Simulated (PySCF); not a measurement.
A GIAO shielding run with PySCF (density fitting, non-relativistic, gas phase) on SMILES [SiH2](C(B)=C)C, C$_{3}$H$_{9}$BSi:

```
$ OMP_NUM_THREADS=1 python probes_run.py task.json out

{"job": {"kind": "nmr", "xc": "mPW1PW91", "basis": "pcSseg-1", "pop": false}, "charge": 0, "multiplicity": 1}
B      1.093585     1.465468     0.730596
C      0.949997     0.084718     0.044507
C      1.962971    -0.324783    -0.752530
Si    -0.580094    -0.980740     0.301516
C     -2.126443    -0.077020    -0.268980
H      0.234118     1.910413     1.460440
H      2.090031     2.128971     0.538497
H      1.958814    -1.289218    -1.278582
H      2.850524     0.302406    -0.910560
H     -0.711651    -1.317791     1.755213
H     -0.412468    -2.261080    -0.461165
H     -3.024081    -0.695009    -0.113588
H     -2.254341     0.860073     0.294887
H     -2.061348     0.172367    -1.339224
```

Hardware: 1 thread of an Arm Neoverse V1, shared host.

Question: How large is the calculation?

Answer: 46 electrons, 137 basis functions and 728 auxiliary functions.

Question: How long does it take, and how much memory does it need?

Answer: 15 s of wall time, with 12 SCF cycles and 5 response iterations; peak memory 0.73 GiB. Times on a shared host scatter by some tens of per cent.

Question: And these other runs on the same molecule and hardware: GIAO shielding at B3LYP/pcSseg-1; GIAO shielding at B97-D/pcSseg-1; GIAO shielding at BLYP/pcSseg-1; GIAO shielding at BP86/pcSseg-1; GIAO shielding at HF/pcSseg-1; GIAO shielding at KT2/pcSseg-1?

Answer: B3LYP/pcSseg-1: 137 functions, 11 s; B97-D/pcSseg-1: 137 functions, 18 s; BLYP/pcSseg-1: 137 functions, 17 s; BP86/pcSseg-1: 137 functions, 17 s; HF/pcSseg-1: 137 functions, 9.7 s; KT2/pcSseg-1: 137 functions, 18 s.
